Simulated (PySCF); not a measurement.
**Dipole moment and polarisability of `C=COC(=O)C[O][GeH3]`**

C4H8GeO3.
Cartesian coordinates in Å at the PBE0-D3(BJ)/def2-SVP level; atoms count from 1:
```xyz
16
C4H8GeO3 angstrom
C      2.8003   -0.7746   -0.3588
C      2.5220    0.4784   -0.0063
O      1.2993    1.0615    0.2303
C      0.1237    0.4266    0.1446
O     -0.0274   -0.7317   -0.1417
C     -1.0127    1.3698    0.4545
O     -2.2625    0.8052    0.4007
Ge    -2.7708   -0.8613   -0.0616
H      2.0403   -1.5376   -0.5097
H      3.8522   -1.0298   -0.4992
H      3.2965    1.2337    0.1421
H     -0.9179    2.2191   -0.2521
H     -0.8069    1.7940    1.4575
H     -4.2972   -0.6852    0.0577
H     -2.3997   -1.1955   -1.5155
H     -2.2920   -1.9167    0.9472
```

Level: PBE0/def2-SVPD (PySCF), static field, nuclei fixed, core orbitals frozen in the response. The polarisability tensor in these axes (au):

```
x   110.91   0.49  -2.48
y     0.49  90.89   5.85
z    -2.48   5.85  70.33
```

**Question.** What are the eigenvalues, a third of the trace, and Δα (Δα² = ½Σ(αi − αj)² over the three pairs)?

**Answer.** Principal values 68.63, 92.44 and 111.06 au; mean 90.71 au = 13.44 Å³ = 14.96 × 10⁻⁴⁰ C²·m²/J; Δα = 36.83 au (41 % of the mean).

**Question.** What is the dipole moment, and where does it point?

**Answer.** (2.06, 0.70, -0.01) D, 2.17 D in size, pointing from the negative to the positive side. Measured along this direction, the outermost atoms are H14 at the negative end and H11 at the positive end.

**Question.** Molar refractivity from α?

**Answer.** Lorentz–Lorenz: R = (4π/3)N_A α = 2.5225 cm³/(mol·Å³) × 13.44 Å³ = 33.9 cm³/mol, in the limit of long wavelengths.

**Question.** Find the Langevin capture rate constant for NH4+ (18.034 u) meeting this molecule (177.969 u), k = 2.342 × 10⁻⁹ cm³/s × √(α in Å³ / reduced mass in u).

**Answer.** The reduced mass is 16.38 u, so k = 2.12 × 10⁻⁹ cm³/s. The formula leaves out the permanent dipole, which adds to the capture rate.

**Question.** Form Σ f/ω² (atomic units) for the 6 lowest TDDFT singlets, given as eV and f, and set it beside the mean polarisability, which is this sum over all singlets: 5.62, 0.0008; 5.89, 0.1227; 6.23, 0.0950; 6.69, 0.0001; 7.03, 0.0501; 7.04, 0.0114.

**Answer.** They add up to 5.38 au, 5.9 % of the 90.71 au; the largest single term is 2.62 au, from the state at 5.89 eV. Terms in order: 0.02, 2.62, 1.81, 0.00, 0.75, 0.17 au. Higher excitations give the rest. The strengths listed sum to 0.280.

**Question.** Rayleigh depolarisation ratio (linearly polarised light, static tensor)?

**Answer.** ρ = 3Δα²/(45ᾱ² + 4Δα²) = 4070.2/(370278 + 5426.9) = 0.0108.

**Question.** What would n − 1 = 2πNα be for an ideal gas of these molecules at 400 K and 1 atm, electronic part alone?

**Answer.** N = p/kT = 1.8347 × 10¹⁹ cm⁻³, so n − 1 = 2π × N × 13.44 × 10⁻²⁴ cm³ = 1550 × 10⁻⁶ at long wavelengths, for an ideal gas.

One conformer (not necessarily the lowest) at the PBE0-D3(BJ)/def2-SVP geometry, without solvent, vibrations or thermal averaging. The calculation is non-relativistic, for germanium too.
